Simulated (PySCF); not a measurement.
Molfile (atoms numbered from 1):
```
C8H14OSi
     RDKit          3D

 24 23  0  0  0  0  0  0  0  0999 V2000
    2.7207    1.3546    1.6181 C   0  0  0  0  0  0  0  0  0  0  0  0
    1.5948    0.9907    0.9951 C   0  0  0  0  0  0  0  0  0  0  0  0
    0.3766    1.7202    1.2781 C   0  0  0  0  0  0  0  0  0  0  0  0
   -0.8235    1.4349    0.7672 C   0  0  0  0  0  0  0  0  0  0  0  0
   -1.0054    0.4047   -0.0890 O   0  0  0  0  0  0  0  0  0  0  0  0
   -2.2521    0.1357   -0.5568 C   0  0  0  0  0  0  0  0  0  0  0  0
   -2.4799   -0.8648   -1.3972 C   0  0  0  0  0  0  0  0  0  0  0  0
   -3.8281   -1.2065   -1.9339 C   0  0  0  0  0  0  0  0  0  0  0  0
    1.5499   -0.4497   -0.2382 Si  0  0  0  0  0  4  0  0  0  0  0  0
    3.3157   -1.1280   -0.4422 C   0  0  0  0  0  0  0  0  0  0  0  0
    3.6566    0.8512    1.4510 H   0  0  0  0  0  0  0  0  0  0  0  0
    2.7448    2.1723    2.3247 H   0  0  0  0  0  0  0  0  0  0  0  0
    0.4432    2.5576    1.9593 H   0  0  0  0  0  0  0  0  0  0  0  0
   -1.7076    2.0141    1.0178 H   0  0  0  0  0  0  0  0  0  0  0  0
   -3.0466    0.7857   -0.1997 H   0  0  0  0  0  0  0  0  0  0  0  0
   -1.6494   -1.4756   -1.7180 H   0  0  0  0  0  0  0  0  0  0  0  0
   -4.0890   -2.2313   -1.6717 H   0  0  0  0  0  0  0  0  0  0  0  0
   -4.5883   -0.5387   -1.5366 H   0  0  0  0  0  0  0  0  0  0  0  0
   -3.8324   -1.1346   -3.0210 H   0  0  0  0  0  0  0  0  0  0  0  0
    1.1230    0.0061   -1.5674 H   0  0  0  0  0  0  0  0  0  0  0  0
    0.7265   -1.5496    0.2803 H   0  0  0  0  0  0  0  0  0  0  0  0
    3.7180   -1.5117    0.4904 H   0  0  0  0  0  0  0  0  0  0  0  0
    4.0009   -0.3718   -0.8131 H   0  0  0  0  0  0  0  0  0  0  0  0
    3.3199   -1.9459   -1.1560 H   0  0  0  0  0  0  0  0  0  0  0  0
  1  2  2  0
  2  3  1  0
  3  4  2  0
  4  5  1  0
  5  6  1  0
  6  7  2  0
  7  8  1  0
  2  9  1  0
  9 10  1  0
  1 11  1  0
  1 12  1  0
  3 13  1  0
  4 14  1  0
  6 15  1  0
  7 16  1  0
  8 17  1  0
  8 18  1  0
  8 19  1  0
  9 20  1  0
  9 21  1  0
 10 22  1  0
 10 23  1  0
 10 24  1  0
M  END
```

PySCF 2.14 calculation with PBE0/pcSseg-1 with gauge-including orbitals and GFN2-xTB geometry; a single conformation, isolated molecule, relativity neglected, averaged over atoms made equivalent by symmetry, fast rotation or ring inversion.

Scale: 13C (186.93 ppm), 1H (31.72 ppm), 29Si (349.16 ppm) vs TMS; 17O (336.08 ppm) against H2O (reference shieldings calculated alike).

| atoms | nucleus | count | δ (ppm) |
| --- | --- | --- | --- |
| O5 | 17O | 1 | 187.7 |
| C3 | 13C | 1 | 120.1 |
| H15 | 1H | 1 | 6.41 |
| C1 | 13C | 1 | ? |
| H16 | 1H | 1 | ? |
| C7 | 13C | 1 | 111.9 |
| Si9 | 29Si | 1 | -49.7 |
| C10 | 13C | 1 | ? |
| H13 | 1H | 1 | 5.53 |
| C4 | 13C | 1 | 149.6 |
| C2 | 13C | 1 | ? |
| C6 | 13C | 1 | ? |
| H20/H21 | 1H | 2 | 4.86 |
| H12 | 1H | 1 | 5.91 |
| H14 | 1H | 1 | ? |
| H22/H23/H24 | 1H | 3 | 0.10 |
| H17/H18/H19 | 1H | 3 | 1.77 |
| H11 | 1H | 1 | 5.41 |
| C8 | 13C | 1 | 16.0 |

Question: Fill in the missing shifts.

Answer: 
- C6: 150.1 ppm, alkene carbon bearing oxygen; an sp2 carbon further deshielded by the attached heteroatom
- C2: 147.4 ppm, fully substituted alkene carbon; an sp2 carbon of a C=C bond
- C1: 132.0 ppm, terminal =CH2 carbon; as expected for a trigonal carbon in a double bond
- C10: -5.9 ppm, methyl carbon bonded to Si; an electropositive neighbour leaves it electron-rich and shielded
- H14: 6.21 ppm, hydrogen on an alkene carbon bearing oxygen; attached to an sp2 carbon and in the plane of the double bond
- H16: 5.51 ppm, hydrogen on a β carbon of an enol-ether or enamine type C=C; olefinic region

Shifts are as computed. Against solution values, carbons near 30 ppm lie about +3 ppm off and those near 130 ppm about +5 ppm. Of 1309 compounds with measured shifts, 239 miss one by over three times the rms of a fit or turn the order of signals round; such compounds aren't used in these exercises. Experimental scales use liquid or dissolved standards, which lie at an offset from isolated H2O (liquid H2O: subtract about 36 ppm).
